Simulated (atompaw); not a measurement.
## Before and after: PAW (atompaw) potential for Re

```
Element                 : Re
Generator               : atompaw 4.2.0.5
Type                    : PAW
Functional              : LDA (PW92)
Relativity              : scalar-relativistic
Frozen core             : [Xe] 4f14
Valence charge          : 7
Reference configuration : 5d5 6s1.75 6p0.25
Partial waves           : 6s (bound): rc 3.00 bohr; 6s channel at 0.25 Ry: rc 3.00 bohr; 6p (bound): rc 3.00 bohr; 6p channel at 1.8 Ry: rc 3.00 bohr; 5d (bound): rc 2.00 bohr; 5d channel at -0.1 Ry: rc 3.00 bohr
Local potential         : bessel scheme, radius 2.65 bohr
Core correction         : smooth core density matched at 2.85 bohr
Augmentation charge     : sinc compensation charge, radius 2.65 bohr; PAW radius 3.00 bohr; waves and projectors: custom polynom vanderbiltortho
```

Change: local potential bessel scheme, radius 2.10 bohr.

Cutoffs: the cutoffs (Ry, on a coarse ladder) from which the occupation-weighted sum of valence levels, in a spherical-Bessel basis at the reference potential, stays within 10 and 1 mRy of its value at 400 Ry; they do not see the model core or the augmentation charge, which bear on the density cutoff.

Task: What does the change do?

Result: The potential gets neither clearly harder nor softer (21 Ry and 40 Ry → 21 Ry and 40 Ry); the range in which the p phases agree narrows (upper end 3.4 → 1.2); neither file shows a bound ghost.

| quantity | base | changed |
| --- | --- | --- |
| cutoff, loose | 21 Ry | 21 Ry |
| cutoff, tight | 40 Ry | 40 Ry |
| bound ghosts | none | none |
| s: phases at 3.02 bohr within 0.05 rad from the reference energy up to (Ry; the scan ends near 5) | 2.6 | 3.4 |
| p: phases at 3.02 bohr within 0.05 rad from the reference energy up to (Ry; the scan ends near 5) | 3.4 | 1.2 |
| d: phases at 3.02 bohr within 0.05 rad from the reference energy up to (Ry; the scan ends near 5) | 1.4 | 1.2 |
| lowest overlap eigenvalue by channel | s 0.20, p 0.32, d 0.14 | s 0.06, p 0.26, d 0.17 |

 The cutoffs see the waves, projectors and local potential, not the compensation charge or the core.
